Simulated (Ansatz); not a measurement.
`C=CCCl` and `C=CCI` differ in one element.

Ansatz, PBE0-D4/def2-TZVP geometries, multiplicity 1. Each molecule was computed in one conformer, which needn't be the lowest.

Elements past krypton have def2 core potentials.

```json
{"property": "HOMO–LUMO gap (ωB97M-V/def2-TZVPP) / eV", "`C=CCCl`": "11.88"}
{"property": "HOMO–LUMO gap (PBE0/def2-TZVPP) / eV", "`C=CCCl`": "7.50"}
{"property": "LUMO energy (B3LYP/def2-TZVPP) / eV", "`C=CCCl`": "-0.66"}
{"property": "LUMO energy (PBE/def2-TZVPP) / eV", "`C=CCCl`": "-1.47"}
{"property": "HOMO energy (B3LYP/def2-TZVPP) / eV", "`C=CCCl`": "-7.68"}
{"property": "size of the dipole moment (PBE/def2-TZVPP) / D", "`C=CCCl`": "1.83"}
```

Question: What does the change do to each property? (Estimate.)

Answer: Computed: 
```tsv
property	`C=CCI`	shift
HOMO–LUMO gap (ωB97M-V/def2-TZVPP) / eV	10.08	-1.80
HOMO–LUMO gap (PBE0/def2-TZVPP) / eV	5.96	-1.54
LUMO energy (B3LYP/def2-TZVPP) / eV	-1.49	-0.83
LUMO energy (PBE/def2-TZVPP) / eV	-2.17	-0.70
HOMO energy (B3LYP/def2-TZVPP) / eV	-6.98	0.70
size of the dipole moment (PBE/def2-TZVPP) / D	1.74	-0.09
```

With PBE0 the HOMO rises by 0.70 eV and the LUMO falls by 0.84 eV, so the gap narrows by about 1.54 eV. PBE moves the HOMO by 0.65 eV and ωB97M-V by 0.78 eV. Dipoles are sizes alone; their direction can turn.

B3LYP here is the variant with VWN-RPA as its local correlation; programs differ in this.

Spin–orbit coupling is left out; it splits and shifts lone-pair levels of the heavy atoms by tenths of an eV.
